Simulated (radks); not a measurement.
Results of a calculation; reference values are marked as such.
Task: The mean radii <r> (bohr) of the occupied orbitals of an atom or ion are listed with their occupations. Level of theory: non-relativistic Kohn-Sham, SCAN, spin-polarised, spherical densities, point nucleus; meta-GGA in the generalised Kohn-Sham scheme (a radial shooting solver on a logarithmic mesh with Libxc functionals).

| orbital | occ. | <r> |
|---|---|---|
| 1s up | 1 | 0.03311 |
| 1s down | 1 | 0.03311 |
| 2s up | 1 | 0.1437 |
| 2s down | 1 | 0.1437 |
| 2p up | 3 | 0.1229 |
| 2p down | 3 | 0.1229 |
| 3s up | 1 | 0.3907 |
| 3s down | 1 | 0.3906 |
| 3p up | 3 | 0.3836 |
| 3p down | 3 | 0.3835 |
| 3d up | 5 | 0.3573 |
| 3d down | 5 | 0.3572 |
| 4s up | 1 | 0.9697 |
| 4s down | 1 | 0.9679 |
| 4p up | 3 | 1.038 |
| 4p down | 3 | 1.037 |
| 4d up | 5 | 1.284 |
| 4d down | 2 | 1.299 |

Name the element and its charge. Open shells, if any, are filled with parallel spins first.

Result: Z = 46, palladium, charge +3: Pd3+ in [Kr] 4d7. The 1s radius gives Z: for a bare nucleus <r> = 1.5/Z, 0.03261 bohr for Z = 46, and screening makes it slightly larger (0.03311 here). The occupations add up to 43, and the charge is Z minus that.
